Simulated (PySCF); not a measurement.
C₂H₄N, SMILES [CH]=NC, multiplicity 2.

Geometry: PBE-D3(BJ)/def2-TZVP. The isomer is the one that the SMILES or the coordinates give; other isomers of the formula were not compared.

These are PBE-D3(BJ)/def2-TZVP in PySCF values and carry that method's errors.

Frequencies are harmonic and unscaled.

**Question.** Give all harmonic wavenumbers and intensities. (The exact figures need the calculation; the answer reports its results.)

**Answer.** 
```tsv
mode	ν (cm⁻¹)	IR (km/mol)	moving atoms (share of kinetic energy)
1	170	9.8	H 76 %, N 18 %
2	327	10.2	N 38 %, C 33 %, H 30 %
3	677	18.4	H 69 %, C 22 %, N 9 %
4	876	38.6	C 44 %, N 30 %, H 26 %
5	944	79.7	H 59 %, C 35 %
6	1069	9.5	H 76 %, C 20 %
7	1076	0.0	H 72 %, C 20 %, N 9 %
8	1369	2.9	H 86 %, C 14 %
9	1425	6.1	H 96 %
10	1435	21.8	H 96 %
11	1867	27.6	N 50 %, C 46 %
12	2845	60.5	H 91 %, C 9 %
13	2935	52.1	H 97 %
14	3029	16.8	H 92 %, C 8 %
15	3049	8.6	H 91 %, C 9 %
```
